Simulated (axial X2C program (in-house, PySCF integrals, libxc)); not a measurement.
## Ω levels of PrOH⁺ from open-shell CI on f2 s1 d(πδ)0

Computed with an axial X2C code built on PySCF integrals: two-component X2C with atomic mean-field Coulomb and Gaunt terms, basis Pr dyall-v3z, O dyall-v3z, H dyall-v3z (cores contracted in-house). Orbitals come from Hartree–Fock averaged over the configuration Pr f2 s1 d(πδ)0; CI then distributes these electrons over the f, s, d(πδ) shells of Pr.

Pr–O–H held linear, bonds 1.983 and 0.950 Å (the second held) (near the minimum of the configuration average).

Active spinors (ω > 0):

```
shell    ω  ε (eV)                    character
    f  5/2   -0.41                    100% Pr f
    f  3/2   -0.33                    100% Pr f
    f  1/2   -0.29                     98% Pr f
    f  7/2   -0.18                    100% Pr f
    f  5/2   -0.11                    100% Pr f
    f  3/2   -0.06                     99% Pr f
    f  1/2   -0.05                     98% Pr f
    s  1/2   -7.35  76% Pr s, 16% Pr d, 5% Pr p
d(πδ)  3/2   -3.47                    100% Pr d
d(πδ)  5/2   -3.39                    100% Pr d
d(πδ)  1/2   -2.87           70% Pr d, 23% Pr p
d(πδ)  3/2   -2.73   72% Pr d, 20% Pr p, 3% O p
```

Lowest levels of this model:

```
   Ω  energy (cm⁻¹)     g∥              configuration
11/2              0   8.24             100% f2 d(πδ)1
 9/2            595   6.51              98% f2 d(πδ)1
 7/2            817   4.43  59% f2 s1 + 41% f2 d(πδ)1
 9/2           1377   8.24   93% f2 s1 + 6% f2 d(πδ)1
 5/2           1514   2.82  55% f2 d(πδ)1 + 45% f2 s1
13/2           1524  12.29             100% f2 d(πδ)1
 7/2           1579   4.59  59% f2 d(πδ)1 + 41% f2 s1
11/2           2008  10.49              97% f2 d(πδ)1
 3/2           2035   1.23  62% f2 s1 + 38% f2 d(πδ)1
 5/2           2232   3.41  58% f2 s1 + 42% f2 d(πδ)1
 1/2           2244   0.39   93% f2 s1 + 7% f2 d(πδ)1
 7/2           2281   6.76  83% f2 s1 + 17% f2 d(πδ)1
 1/2           2341   1.10  51% f2 s1 + 49% f2 d(πδ)1
 3/2           2355   3.03  61% f2 s1 + 38% f2 d(πδ)1
 9/2           2535   8.53  86% f2 d(πδ)1 + 13% f2 s1
 5/2           2645   4.77  80% f2 s1 + 20% f2 d(πδ)1
 3/2           2891   2.14  56% f2 s1 + 44% f2 d(πδ)1
 1/2           2999   0.69  65% f2 d(πδ)1 + 35% f2 s1
11/2           3130  12.10  87% f2 s1 + 13% f2 d(πδ)1
15/2           3146  16.22             100% f2 d(πδ)1
 7/2           3203   6.68  83% f2 d(πδ)1 + 16% f2 s1
 9/2           3380   8.37  86% f2 s1 + 14% f2 d(πδ)1
13/2           3536  14.23              98% f2 d(πδ)1
 5/2           3627   4.91  88% f2 d(πδ)1 + 11% f2 s1
 3/2           3823   3.03   94% f2 d(πδ)1 + 6% f2 s1
 1/2           3827   0.84              96% f2 d(πδ)1
11/2           4057  12.20  88% f2 d(πδ)1 + 11% f2 s1
17/2           4871  20.00             100% f2 d(πδ)1
13/2           4923  15.78  75% f2 s1 + 24% f2 d(πδ)1
15/2           5191  17.78              99% f2 d(πδ)1
```

g∥ is the magnitude of 2⟨Lz + ge Sz⟩ for the +Ω component.

(1) From Ω and g∥ of the lowest level, whose 2⟨Lz + ge Sz⟩ is positive, find ⟨Sz⟩ and ⟨Lz⟩ (ge = 2.0023).

Occupations of the active spinors in the lowest level by ω, shell by shell in order of energy: -7/2: 0.00; -5/2: 0.00 0.00 0.00; -3/2: 0.00 0.00 0.00 0.00; -1/2: 0.00 0.00 0.00 0.00; 1/2: 0.02 0.00 0.00 0.00; 3/2: 0.94 0.03 0.99 0.00; 5/2: 0.95 0.04 0.01; 7/2: 0.02. The leading determinant has weight 0.90 among 58.

This point took 1.9 s on 1 thread of Arm Neoverse V1 (shared host).

Dynamic correlation is missing, so gaps between terms are too wide and other configurations may lie lower; the lowest level listed is that of this model, not necessarily the ground state. The lowest levels belong to f2 d(πδ)1, not to the averaged configuration, so orbitals and distance suit them less well. At most 4 roots were kept for each Ω > 0 (twice that for Ω = 0) within 2.2 eV of the lowest, so higher up levels can be missing between those listed; levels with Ω > 0 are doubly degenerate and listed once, Ω = 0 levels singly. States that fill the shells left empty in the average are placed too high. The molecule was held linear; bending was not examined.

## Answers

(1) Ω = ⟨Lz⟩ + ⟨Sz⟩ = 11/2 and ⟨Lz⟩ + ge⟨Sz⟩ = 4.120, so ⟨Sz⟩ = -1.38 and ⟨Lz⟩ = 6.88.
